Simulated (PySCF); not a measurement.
Can point charges reproduce the dipole moment of `C#C[SiH2]P[SiH3]`?

Coordinates (PBE0-D3(BJ)/def2-SVP, Å) and charges (e) from the PBE0/pcSseg-1 density (PySCF):

| atom | x | y | z | Mulliken | IAO | Hirshfeld | ESP-fitted |
| --- | --- | --- | --- | --- | --- | --- | --- |
| C1 | -1.994 | 0.414 | 1.647 | -0.1831 | -0.1752 | -0.0734 | -0.2604 |
| C2 | -1.666 | 0.083 | 0.523 | -0.1916 | -0.3418 | -0.1580 | -0.2570 |
| Si3 | -1.095 | -0.424 | -1.144 | +0.4813 | +0.5875 | +0.2940 | +0.4856 |
| P4 | 1.049 | -1.133 | -1.170 | -0.3752 | -0.2065 | -0.0616 | -0.4095 |
| Si5 | 1.907 | 0.517 | 0.125 | +0.3072 | +0.4001 | +0.2484 | +0.4216 |
| H6 | -2.291 | 0.707 | 2.639 | +0.0904 | +0.2050 | +0.1037 | +0.2859 |
| H7 | -1.181 | 0.749 | -2.062 | -0.0285 | -0.0963 | -0.0664 | -0.0661 |
| H8 | -1.964 | -1.526 | -1.648 | -0.0424 | -0.0910 | -0.0655 | -0.0734 |
| H9 | 0.884 | -2.076 | -0.109 | +0.0863 | +0.0082 | -0.0031 | +0.1495 |
| H10 | 1.348 | 0.553 | 1.509 | -0.0441 | -0.0985 | -0.0743 | -0.1023 |
| H11 | 3.386 | 0.323 | 0.200 | -0.0514 | -0.0945 | -0.0734 | -0.0914 |
| H12 | 1.620 | 1.812 | -0.563 | -0.0487 | -0.0968 | -0.0704 | -0.0826 |

Task: Compute μ = Σ q r for each scheme (1 e·Å = 4.803 D) and compare with the dipole of the full density.

Result: The full density gives (-0.47, 0.29, 1.43) D, 1.54 D in size; dipole vectors point from the negative to the positive end.

```json
{"scheme": "Mulliken", "μx": "0.11", "μy": "0.42", "μz": "-0.80", "size (D)": "0.91", "share of the full size (%)": "59", "angle to the full dipole (°)": "141"}
{"scheme": "IAO", "μx": "0.20", "μy": "0.12", "μz": "-0.35", "size (D)": "0.42", "share of the full size (%)": "27", "angle to the full dipole (°)": "150"}
{"scheme": "Hirshfeld", "μx": "0.00", "μy": "-0.16", "μz": "-0.02", "size (D)": "0.16", "share of the full size (%)": "10", "angle to the full dipole (°)": "109"}
{"scheme": "ESP-fitted", "μx": "-0.44", "μy": "0.31", "μz": "1.36", "size (D)": "1.46", "share of the full size (%)": "95", "angle to the full dipole (°)": "2"}
```

Task: Which set comes closest?

Result: Length of the difference vector: ESP-fitted 0.09 D, Hirshfeld 1.59 D, IAO 1.91 D, Mulliken 2.31 D. Closest: ESP-fitted. 

Task: What is left for the Hirshfeld atoms' own dipoles?

Result: The shares of the density sum to the whole, so what Σ q r misses lies in dipoles about the nuclei. The atomic dipoles sum to (-0.47, 0.29, 1.43) − (0.00, -0.16, -0.02) = (-0.47, 0.45, 1.45) D, 1.59 D in size.

Task: With the origin at the mean of the coordinates, (0.000, 0.000, -0.004) Å, which are the largest single terms, by size, of the ESP-fitted dipole along the direction of the full one?

Result: H6 +4.54, P4 +3.19, C1 -2.79, Si3 -1.88, C2 -1.26 D; all 12 atoms together +1.46 D. The single terms depend on the origin, their sum doesn't.

Task: Give the size of the full dipole in other units.

Result: 1.54 D = 0.604 au = 0.320 e·Å = 5.12 × 10⁻³⁰ C·m.

Isolated species at its PBE0-D3(BJ)/def2-SVP geometry (one conformer only).

These values come from a run that also computed NMR shieldings. The run took 12 s wall on an Arm Neoverse V2 with one thread, no GPU, shared host with 96 logical CPUs at a one-minute load of 44, and the process peaked at 0.77 GiB of memory.

Shape of the structure used: `[CH:1]#[C:2][SiH2:3][PH:4][SiH3:5]`: C2–Si3–P4–Si5 -44°.
